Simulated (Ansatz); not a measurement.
The cluster Fe3⁻. The state is a multiplicity 10 with charge -1. Geometry PBE0-D4/def2-TZVPD.

Cartesian coordinates in Å:
```
Fe 0.8866 1.1828 0.2643
Fe -1.2692 -0.3645 0.7069
Fe 0.3826 -0.8183 -0.9712
```

At PBE-D4/def2-SVPD, r2SCAN-D4/def2-TZVPD, PBE0-D4/def2-SVPD, r2SCAN0-D4/def2-TZVPD and others the charge -1 multiplicity 10 is spin-contaminated (final ⟨S²⟩ up to 26.15, 24.75 for a pure state). At PBE-D4/def2-SVPD, r2SCAN-D4/def2-TZVPD, PBE0-D4/def2-SVPD the highest occupied level of the charge -1 multiplicity 10 lies above zero (up to 0.89 eV). It is a level of β spin, whose loss leaves a multiplicity 11; that state wasn't run at this geometry and level. The electron is either unbound and held by the finite basis, or the level is raised by self-interaction error. The geometry of the multiplicity 10 was relaxed on an unsound state (⟨S²⟩ 25.91, where a pure state has 24.75). The structure comes from a short search, and lower isomers may exist.

Estimate the α-spin orbital energies around the gap (eV) in Ansatz with PBE-D4/def2-SVPD, r2SCAN-D4/def2-TZVPD, PBE0-D4/def2-SVPD, r2SCAN0-D4/def2-TZVPD, ωB97M-V/def2-TZVPD.


| orbital | PBE-D4/def2-SVPD | r2SCAN-D4/def2-TZVPD | PBE0-D4/def2-SVPD | r2SCAN0-D4/def2-TZVPD | ωB97M-V/def2-TZVPD |
| --- | --- | --- | --- | --- | --- |
| HOMO−5 | -1.30 | -1.50 | -3.72 | -4.00 | -5.59 |
| HOMO−4 | -1.21 | -1.44 | -3.56 | -3.78 | -5.50 |
| HOMO−3 | -1.17 | -1.42 | -3.49 | -3.73 | -5.29 |
| HOMO−2 | -1.05 | -1.27 | -2.91 | -3.24 | -5.04 |
| HOMO−1 | -0.68 | -0.98 | -2.76 | -2.87 | -4.69 |
| HOMO | 0.28 | 0.06 | -0.30 | -0.47 | -1.55 |
| LUMO | 0.64 | 0.86 | 1.27 | 1.40 | 2.70 |
| LUMO+1 | 1.84 | 2.06 | 2.31 | 2.45 | 3.51 |
| LUMO+2 | 2.25 | 2.40 | 2.61 | 2.66 | 3.75 |
| LUMO+3 | 2.79 | 3.09 | 3.34 | 3.49 | 4.32 |
| LUMO+4 | 2.94 | 3.26 | 3.48 | 3.59 | 4.38 |
| LUMO+5 | 3.49 | 3.79 | 3.97 | 4.07 | 4.73 |
| β HOMO | 0.89 | 0.84 | 0.01 | -0.13 | -1.47 |
| β LUMO | 1.20 | 1.58 | 2.31 | 2.28 | 3.71 |
